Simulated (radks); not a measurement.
The numbers below are computed, except where a source is named.
Q: Species: Br. Configuration: [Ar] 3d10 4s2 4p5 (the NIST ground configuration). Level of theory: non-relativistic Kohn-Sham, PBE, spin-polarised, spherical densities, point nucleus; open shells are filled with parallel spins first; hard spherical wall at 3 bohr (a radial shooting solver on a logarithmic mesh with Libxc functionals). Some entries of the table are withheld. Estimate them.

| orbital | occ. | eigenvalue (eV) | <r> (bohr) |
|---|---|---|---|
| 1s up | 1 | -13069.91 | 0.04369 |
| 1s down | 1 | -13069.82 | 0.04369 |
| 2s up | 1 | -1664.756 | 0.1937 |
| 2s down | 1 | -1664.709 | 0.1937 |
| 2p up | 3 | -1498.821 | 0.1672 |
| 2p down | 3 | -1498.738 | 0.1672 |
| 3s up | 1 | -213.6955 | 0.5634 |
| 3s down | 1 | -213.5887 | 0.5634 |
| 3p up | 3 | -155.7391 | 0.5704 |
| 3p down | 3 | -155.6186 | 0.5702 |
| 3d up | 5 | -52.6174 | 0.5946 |
| 3d down | 5 | -52.4658 | 0.5936 |
| 4s up | 1 | -7.0461 | 1.546 |
| 4s down | 1 | -6.0641 | 1.545 |
| 4p up | 3 | 6.6892 | 1.637 |
| 4p down | 2 | 7.6931 | 1.637 |
| 4d up | 0 | 29.9182 | (1) |
| 4d down | 0 | 30.9028 | (2) |
| 5s up | 0 | 60.3305 | 1.793 |
| 5s down | 0 | 60.9974 | 1.794 |
| 5p up | 0 | 73.6223 | (3) |
| 5p down | 0 | 74.2884 | (4) |

A: 
(1) 4d up <r> (bohr): 1.767
(2) 4d down <r> (bohr): 1.768
(3) 5p up <r> (bohr): 1.757
(4) 5p down <r> (bohr): 1.757
